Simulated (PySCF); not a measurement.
Compound: C2H6AsB.
Geometry (PBE0-D3(BJ)/def2-SVP, Å), atoms numbered from 1 in this order:
```xyz
10
C2H6AsB angstrom
C     -1.4369   -0.7672   -0.1189
C     -0.9110    0.4641    0.0079
B      0.5761    0.7487    0.3247
As     2.0143   -0.6532    0.4753
H     -0.8148   -1.6665   -0.0420
H     -2.5054   -0.9376   -0.2925
H     -1.6031    1.3121   -0.0773
H      0.9191    1.8646    0.6461
H      1.6847   -1.5010   -0.7417
H      3.1104    0.1508   -0.1984
```

Computed with PBE0-D3(BJ)/def2-SVP geometry optimisation, gas phase in PySCF 2.14.0.

Masses are those of the commonest isotopes; rigid-rotor values at the optimised geometry. The values belong to one conformer with, in the numbering `[CH2:1]=[CH:2][BH:3][AsH2:4]`, C1–C2–B3–As4 5°, C2–B3–As4–H 45° and 141°.

Task: Give the principal moments of inertia and the rotational constants in MHz.

Result: Ia = 37.64, Ib = 233.26, Ic = 266.89 u·Å²; 505379 MHz·u·Å²/I gives A = 13425, B = 2167, C = 1894 MHz.

Task: Classify the top.

Result: A near-prolate asymmetric top: κ = (2 × 2167 − 13425 − 1894)/(13425 − 1894) = -0.95.

Task: What does the inertial defect say?

Result: Not planar: Δ = Ic − Ia − Ib = -4.02 u·Å². For a rigid frame Δ = −2 Σ m c², so Σ m c² = 2.01 u·Å² lies off the ab plane: 1.93 from hydrogen and 0.08 from heavier atoms. The atom farthest from that plane is 1.05 Å away.

Task: Give the other two planar moments, Paa and Pbb, and the rms extents of the mass along the axes.

Result: Paa = Σ m a² = (Ib + Ic − Ia)/2 = 231.25 and Pbb = Σ m b² = (Ia + Ic − Ib)/2 = 35.64 u·Å². With the mass M = 115.98 u, the rms extents √(P/M) along a, b and c are 1.41, 0.55, 0.13 Å.

Task: Where do the levels up to J = 5 lie, in MHz?

Result: Above 0(0,0):
J = 1: 1(0,1) 4060, 1(1,1) 15319, 1(1,0) 15592
J = 2: 2(0,2) 12176, 2(1,2) 23166, 2(1,1) 23985, 2(2,1) 57761, 2(2,0) 57766
J = 3: 3(0,3) 24337, 3(1,3) 34934, 3(1,2) 36572, 3(2,2) 69941, 3(2,1) 69966, 3(3,1) 126920, 3(3,0) 126920
J = 4: 4(0,4) 40528, 4(1,4) 50619, 4(1,3) 53349, 4(2,3) 86178, 4(2,2) 86252, 4(3,2) 143170, 4(3,1) 143171, 4(4,1) 222927, 4(4,0) 222927
J = 5: 5(0,5) 60732, 5(1,5) 70217, 5(1,4) 74310, 5(2,4) 106468, 5(2,3) 106639, 5(3,3) 163488, 5(3,2) 163489, 5(4,2) 243239, 5(4,1) 243239, 5(5,1) 345785, 5(5,0) 345785

Task: Which types of transition are allowed, and where do some lines up to J = 2 fall?

Result: The dipole components are |μa| = 1.30 D, |μb| = 0.51 D, |μc| = 0.47 D. Intensities carry the squares of the components, which stand as 1.00 : 0.16 : 0.13 (a : b : c). Some lines, for components of 0.1 D or more:

| type | branch | J(Ka,Kc) | MHz | lower level (cm⁻¹) |
| --- | --- | --- | --- | --- |
| a | Q | 2(1,1) ← 2(1,2) | 819 | 0.773 |
| a | R | 2(1,1) ← 1(1,0) | 8393 | 0.520 |
| c | Q | 2(1,2) ← 2(0,2) | 10990 | 0.406 |
| c | Q | 1(1,1) ← 1(0,1) | 11259 | 0.135 |
| b | Q | 1(1,0) ← 1(0,1) | 11532 | 0.135 |
| b | Q | 2(1,1) ← 2(0,2) | 11809 | 0.406 |
| b | R | 2(1,2) ← 1(0,1) | 19106 | 0.135 |
| c | R | 2(1,1) ← 1(0,1) | 19925 | 0.135 |
| b | Q | 2(2,0) ← 2(1,1) | 33781 | 0.800 |
| b | R | 2(2,1) ← 1(1,0) | 42169 | 0.520 |
| c | R | 2(2,1) ← 1(1,1) | 42442 | 0.511 |

Stationary, but not proved a minimum. These are rigid-rotor constants of the computed structure; measured ground-state constants (B0) also hold zero-point vibration. Quadrupole hyperfine structure (11B, 75As) is left out.
